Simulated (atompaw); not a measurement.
**PBEsol PAW (atompaw) dataset for Co, scalar-relativistic all-electron reference.**

cobalt, PAW, made with atompaw 4.2.0.5 (PBEsol, scalar-relativistic). Core [Ar], reference 3d7 4s2 4p0. Waves: 4s (bound): rc 3.00 bohr; 4s channel at 1.7 Ry: rc 3.00 bohr; 4p (bound, empty): rc 3.00 bohr; 4p channel at 0.75 Ry: rc 3.00 bohr; 3d (bound): rc 0.85 bohr; 3d channel at 0.5 Ry: rc 0.85 bohr. Local part: troulliermartins scheme with l = 3 at 0 Ry, radius 2.75 bohr. Core correction: smooth core density matched at 2.25 bohr. Augmentation charge: besselshape compensation charge, radius 2.60 bohr; PAW radius 3.00 bohr; waves and projectors: custom rrkj gramschmidtortho.

All-electron outer shells of the reference configuration (PBEsol, scalar-relativistic, ld1.x):

```csv
shell,level (eV),outermost node (bohr),outermost maximum (bohr)
3s,-102.14,0.31,0.66
3p,-65.51,0.28,0.68
3d,-8.23,–,0.66
4s,-5.49,0.96,2.32
4p,-1.25,1.05,3.21
```

Question: Estimate the cutoffs (Ry, on a coarse ladder) from which the occupation-weighted sum of valence levels, in a spherical-Bessel basis at the reference potential, stays within 10 and 1 mRy of its value at 400 Ry.

Answer: 160 Ry and 260 Ry.

Question: What does a ghost test show?

Answer: No extra level below or beside the all-electron valence levels (s, p, d, f tested).

Question: Is the overlap operator S = 1 + Σ q|β⟩⟨β| positive definite (Bessel basis up to 400 Ry)?

Answer: Yes: its lowest eigenvalue is 0.64 (s channel).

Question: Which valence shell sets the plane-wave cutoff?

Answer: 3d: its level needs 200 Ry to come within 1 mRy, against 6 Ry for 4s.
